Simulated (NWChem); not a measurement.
System: CH7NO2Si; SMILES NC[SiH](O)O

NWChem input:

```
start job
memory heap 200 mb stack 900 mb global 1100 mb
geometry units angstroms noautosym nocenter noautoz
  N      0.289757     2.073019     0.173402
  C     -0.786600     1.079313     0.128261
  Si    -0.034332    -0.575966    -0.397831
  O     -0.734325    -1.725812     0.579279
  O      1.587455    -0.358025    -0.138506
  H      0.031169     2.876628     0.742468
  H      0.485263     2.435961    -0.758130
  H     -1.679416     1.376920    -0.455353
  H     -1.142040     0.899176     1.157385
  H     -0.248632    -0.972552    -1.820932
  H     -0.549188    -2.645245     0.368600
  H      1.677911     0.540829     0.235517
end
basis spherical
  * library pcsseg-1
end
dft
  xc slater vwn_5
  iterations 150
end
property
  shielding
end
task dft property
```

Excerpt of the output:

```
             Northwest Computational Chemistry Package (NWChem) 7.3.0
             --------------------------------------------------------

                             Geometry "geometry" -> ""
                             -------------------------

 Output coordinates in angstroms (scale by  1.889725989 to convert to a.u.)

  No.       Tag          Charge          X              Y              Z
 ---- ---------------- ---------- -------------- -------------- --------------
    1 N                    7.0000     0.28975700     2.07301900     0.17340200
    2 C                    6.0000    -0.78660000     1.07931300     0.12826100
    3 Si                  14.0000    -0.03433200    -0.57596600    -0.39783100
    4 O                    8.0000    -0.73432500    -1.72581200     0.57927900
    5 O                    8.0000     1.58745500    -0.35802500    -0.13850600
    6 H                    1.0000     0.03116900     2.87662800     0.74246800
    7 H                    1.0000     0.48526300     2.43596100    -0.75813000
    8 H                    1.0000    -1.67941600     1.37692000    -0.45535300
    9 H                    1.0000    -1.14204000     0.89917600     1.15738500
   10 H                    1.0000    -0.24863200    -0.97255200    -1.82093200
   11 H                    1.0000    -0.54918800    -2.64524500     0.36860000
   12 H                    1.0000     1.67791100     0.54082900     0.23551700

 Effective nuclear repulsion energy (a.u.)     253.8304510148

                              NWChem Property Module
                              ----------------------

  itol2e modified to match energy
  convergence criterion.

                                 NWChem DFT Module
                                 -----------------

 Summary of "ao basis" -> "ao basis" (spherical)
 ------------------------------------------------------------------------------
       Tag                 Description            Shells   Functions and Types
 ---------------- ------------------------------  ------  ---------------------
 N                          pcsseg-1                 7       17   3s3p1d
 C                          pcsseg-1                 7       17   3s3p1d
 Si                         pcsseg-1                10       24   4s5p1d
 O                          pcsseg-1                 7       17   3s3p1d
 H                          pcsseg-1                 3        5   2s1p

  itol2e modified to match energy
  convergence criterion.

            General Information
            -------------------
          SCF calculation type: DFT
          Wavefunction type:  closed shell.
          No. of atoms     :    12
          No. of electrons :    50
           Alpha electrons :    25
            Beta electrons :    25
          Charge           :     0
          Spin multiplicity:     1
          Use of symmetry is: off; symmetry adaption is: off
          Maximum number of iterations: 150
          AO basis - number of functions:   127
                     number of shells:    59
          Convergence on energy requested:  1.00D-07
          Convergence on density requested:  1.00D-05
          Convergence on gradient requested:  5.00D-04

              XC Information
              --------------
                        Slater Exchange Functional  1.000 local
                      VWN V Correlation Functional  1.000 local

             Grid Information
             ----------------
          Grid used for XC integration:  fine
          Radial quadrature: Mura-Knowles
          Angular quadrature: Lebedev.
          Tag              B.-S. Rad. Rad. Pts. Rad. Cut. Ang. Pts.
          ---              ---------- --------- --------- ---------
          N                   0.65       70          12.0       590
          C                   0.70       70          11.0       590
          Si                  1.10      123          11.0       770
          O                   0.60       70          12.0       590
          H                   0.35       60          14.0       590
          Grid pruning is: on
          Number of quadrature shells:   823
          Spatial weights used:  Erf1

      Superposition of Atomic Density Guess
      -------------------------------------

 Sum of atomic energies:        -533.73551434

      Non-variational initial energy
      ------------------------------

 Total energy =    -536.027978
 1-e energy   =   -1238.238589
 2-e energy   =     448.380160
 HOMO         =      -0.311980
 LUMO         =       0.041468

   convergence    iter        energy       DeltaE   RMS-Dens  Diis-err
 ---------------- ----- ----------------- --------- --------- ---------
 d= 0,ls=0.0,diis     1   -533.8718418629 -7.88D+02  1.54D-02  1.98D+00
 d= 0,ls=0.0,diis     2   -533.6432188302  2.29D-01  1.22D-02  3.87D+00
 d= 0,ls=0.0,diis     3   -533.9775504697 -3.34D-01  2.42D-03  3.86D-01
 d= 0,ls=0.0,diis     4   -534.0082027551 -3.07D-02  8.56D-04  2.09D-02
 d= 0,ls=0.0,diis     5   -534.0097834202 -1.58D-03  3.45D-04  5.62D-03
  Resetting Diis
 d= 0,ls=0.0,diis     6   -534.0103231380 -5.40D-04  1.00D-04  2.78D-04
 d= 0,ls=0.0,diis     7   -534.0103427240 -1.96D-05  1.04D-04  6.59D-05
 d= 0,ls=0.0,diis     8   -534.0103208663  2.19D-05  7.14D-05  3.00D-04
 d= 0,ls=0.0,diis     9   -534.0103489425 -2.81D-05  6.81D-06  1.58D-06
 d= 0,ls=0.0,diis    10   -534.0103490882 -1.46D-07  1.79D-06  1.65D-07
 d= 0,ls=0.0,diis    11   -534.0103491048 -1.65D-08  3.24D-07  5.58D-09

         Total DFT energy =     -534.010349104760
      One electron energy =    -1243.942974084589
           Coulomb energy =      506.130748919865
    Exchange-Corr. energy =      -50.028574954859
 Nuclear repulsion energy =      253.830451014823

 Numeric. integr. density =       50.000001769619

                       DFT Final Molecular Orbital Analysis
                       ------------------------------------

 Vector   23  Occ=2.000000D+00  E=-2.713166D-01
              MO Center= -2.6D-01, -1.0D+00,  3.1D-02, r^2= 3.0D+00
   Bfn.  Coefficient  Atom+Function         Bfn.  Coefficient  Atom+Function
  ----- ------------  ---------------      ----- ------------  ---------------
    70      0.271003   4 O  pz               67      0.263326   4 O  pz
    68      0.230730   4 O  px               65      0.225085   4 O  px
   113      0.208623  10 H  s               114      0.179547  10 H  s
    64      0.144344   4 O  pz               50     -0.128648   3 Si pz
    83      0.125637   5 O  py               86      0.124112   5 O  py

[...]

          -----------------------------------------
          Chemical Shielding Tensors (GIAO, in ppm)
          -----------------------------------------

                                NWChem CPHF Module
                                ------------------

  scftype          =     RHF
  nclosed          =       25
  nopen            =        0
  variables        =     2550
  # of vectors     =        3
  tolerance        = 0.10D-03
  level shift      = 0.00D+00
  max iterations   =       50
  max subspace     =       30

 SCF residual:    2.1376035477349828E-005

Iterative solution of linear equations
  No. of variables     2550
  No. of equations        3
  Maximum subspace       30
        Iterations       50
       Convergence  1.0D-04

   iter   nsub   residual    time
   ----  ------  --------  ---------
     1      3    4.92D-06     121.1

      Atom:    1  N
        Diamagnetic
    310.6487     10.7049     -4.4866
     10.7049    322.4101      3.2593
     -4.4866      3.2593    312.9112

        Paramagnetic
    -82.7944     -0.5107    -16.7832
     -0.5107    -80.3058      8.8458
    -16.7832      8.8458    -55.4908

        Total Shielding Tensor
    227.8543     10.1943    -21.2698
     10.1943    242.1044     12.1051
    -21.2698     12.1051    257.4204

           isotropic =     242.4597
          anisotropy =      41.3812

          Principal Components and Axis System
                 1           2           3
              270.0472    247.3927    209.9392

      1        -0.3892      0.4850      0.7831
      2         0.2429      0.8741     -0.4206
      3         0.8885     -0.0265      0.4580

      Atom:    2  C
        Diamagnetic
    255.0902      5.2663     -0.1301
      5.2663    258.0201      1.7601
     -0.1301      1.7601    242.9323

        Paramagnetic
   -103.3193     12.4552      0.0447
     12.4552    -92.2211     -5.7096
      0.0447     -5.7096   -115.4641

        Total Shielding Tensor
    151.7709     17.7216     -0.0854
     17.7216    165.7990     -3.9495
     -0.0854     -3.9495    127.4682

           isotropic =     148.3460
          anisotropy =      44.5736

          Principal Components and Axis System
                 1           2           3
              178.0618    140.0838    126.8926

      1         0.5579      0.8238     -0.1004
      2         0.8273     -0.5425      0.1456
      3        -0.0655      0.1643      0.9842

      Atom:    3  Si
        Diamagnetic
    882.5973      1.3339     -0.9388
      1.3339    885.9783     -0.6785
     -0.9388     -0.6785    878.2344

        Paramagnetic
   -539.2102    -12.9878     -9.6144
    -12.9878   -564.3548    -32.7203
     -9.6144    -32.7203   -554.8935

        Total Shielding Tensor
    343.3871    -11.6539    -10.5532
    -11.6539    321.6235    -33.3988
    -10.5532    -33.3988    323.3409

           isotropic =     329.4505
          anisotropy =      39.7186

          Principal Components and Axis System
                 1           2           3
              355.9296    347.5672    284.8547

      1         0.0650      0.9636      0.2593
      2        -0.7073     -0.1388      0.6931
      3         0.7039     -0.2284      0.6726

      Atom:    4  O
        Diamagnetic
    379.8809      4.4344     -7.0844
      4.4344    408.7473     -8.7279
     -7.0844     -8.7279    383.2690

        Paramagnetic
   -111.3039      9.1297     13.2509
      9.1297   -196.8623    -21.6505
     13.2509    -21.6505   -103.4969

        Total Shielding Tensor
    268.5770     13.5641      6.1665
     13.5641    211.8850    -30.3784
      6.1665    -30.3784    279.7721

           isotropic =     253.4113
          anisotropy =      57.0162

          Principal Components and Axis System
                 1           2           3
              291.4221    271.6337    197.1782

      1         0.0449      0.9780     -0.2039
      2        -0.3497      0.2066      0.9138
      3         0.9358      0.0303      0.3513

      Atom:    5  O
        Diamagnetic
    403.5106      5.8728      6.2069
      5.8728    391.9407      7.2408
      6.2069      7.2408    378.3128

        Paramagnetic
   -151.4917     -0.0895      2.9097
     -0.0895   -165.6198    -63.2519
      2.9097    -63.2519    -83.7943

        Total Shielding Tensor
    252.0190      5.7833      9.1167
      5.7833    226.3209    -56.0111
      9.1167    -56.0111    294.5185

           isotropic =     257.6195
          anisotropy =     103.0944

          Principal Components and Axis System
                 1           2           3
              326.3491    253.2085    193.3008

      1         0.0693      0.9846     -0.1604
      2        -0.4843      0.1737      0.8575
      3         0.8721      0.0183      0.4889

      Atom:    6  H
        Diamagnetic
     24.1935     -0.3866     -2.4201
     -0.3866     38.4464      9.0244
     -2.4201      9.0244     28.7320

        Paramagnetic
      0.9397      0.3537     -0.4650
      0.3537     -2.2131     -1.3734
     -0.4650     -1.3734      0.1813

        Total Shielding Tensor
     25.1332     -0.0329     -2.8851
     -0.0329     36.2333      7.6509
     -2.8851      7.6509     28.9133

           isotropic =      30.0932
          anisotropy =      16.6758

          Principal Components and Axis System
                 1           2           3
               41.2104     26.9872     22.0821

      1        -0.0990      0.7641      0.6375
      2         0.8343      0.4129     -0.3653
      3         0.5423     -0.4957      0.6784

      Atom:    7  H
        Diamagnetic
     24.3853      3.8746     -4.4555
      3.8746     30.9059     -6.4306
     -4.4555     -6.4306     36.4706

        Paramagnetic
      1.8622     -0.1066      0.6996
     -0.1066      0.0220      1.3386
      0.6996      1.3386     -0.4784

        Total Shielding Tensor
     26.2475      3.7680     -3.7559
      3.7680     30.9279     -5.0920
     -3.7559     -5.0920     35.9923

           isotropic =      31.0559
          anisotropy =      14.8868

          Principal Components and Axis System
                 1           2           3
               40.9804     28.1218     24.0655

      1        -0.3337      0.2714      0.9028
      2        -0.5225      0.7438     -0.4168
      3         0.7846      0.6108      0.1064

      Atom:    8  H
        Diamagnetic
     36.4346     -3.3484      7.2284
     -3.3484     26.3350     -1.6137
      7.2284     -1.6137     24.7823

        Paramagnetic
     -3.4263      3.4793     -3.5167
      3.4793      0.7807      0.4502
     -3.5167      0.4502      0.0716

        Total Shielding Tensor
     33.0084      0.1310      3.7118
      0.1310     27.1157     -1.1635
      3.7118     -1.1635     24.8539

           isotropic =      28.3260
          anisotropy =       9.1967

          Principal Components and Axis System
                 1           2           3
               34.4571     27.4231     23.0977

      1         0.9303      0.1361     -0.3407
      2        -0.0412      0.9615      0.2717
      3         0.3646     -0.2388      0.9001

      Atom:    9  H
        Diamagnetic
     26.7127      1.0883     -7.3795
      1.0883     27.3302     -0.8050
     -7.3795     -0.8050     34.6056

        Paramagnetic
      1.7253      0.9654      3.3953
      0.9654      1.3868     -0.2501
      3.3953     -0.2501     -5.7385

        Total Shielding Tensor
     28.4380      2.0537     -3.9842
      2.0537     28.7170     -1.0551
     -3.9842     -1.0551     28.8670

           isotropic =      28.6740
          anisotropy =       7.4234

          Principal Components and Axis System
                 1           2           3
               33.6229     27.8977     24.5015

      1        -0.6523     -0.1281      0.7471
      2        -0.4101      0.8885     -0.2058
      3         0.6374      0.4406      0.6321

      Atom:   10  H
        Diamagnetic
     22.2302      0.7546      2.0294
      0.7546     24.9665      4.5367
      2.0294      4.5367     37.0101

        Paramagnetic
      0.3827      0.2620     -0.8198
      0.2620     -1.9514     -2.8576
     -0.8198     -2.8576     -6.5580

        Total Shielding Tensor
     22.6129      1.0165      1.2095
      1.0165     23.0151      1.6792
      1.2095      1.6792     30.4520

           isotropic =      25.3600
          anisotropy =       8.5299

          Principal Components and Axis System
                 1           2           3
               31.0466     23.2583     21.7751

      1         0.1646      0.6289      0.7599
      2         0.2218      0.7270     -0.6498
      3         0.9611     -0.2754      0.0198

      Atom:   11  H
        Diamagnetic
     21.1227     -1.1644     -1.7707
     -1.1644     47.5248      0.8147
     -1.7707      0.8147     21.6694

        Paramagnetic
      1.5041      0.9736      0.9610
      0.9736     -6.9167     -0.4740
      0.9610     -0.4740      0.5686

        Total Shielding Tensor
     22.6268     -0.1907     -0.8097
     -0.1907     40.6081      0.3406
     -0.8097      0.3406     22.2381

           isotropic =      28.4910
          anisotropy =      18.1887

          Principal Components and Axis System
                 1           2           3
               40.6168     23.2576     21.5986

      1        -0.0115      0.7863      0.6177
      2         0.9998      0.0208     -0.0079
      3         0.0190     -0.6175      0.7863

[...]
```

Level: LDA (Slater exchange, VWN5)/pcSseg-1, GIAO. Geometry: optimised at PBE0/def2-SVP. No frequency run checked for a minimum. The printed shielding anisotropy is the first printed principal value minus the mean of the other two.
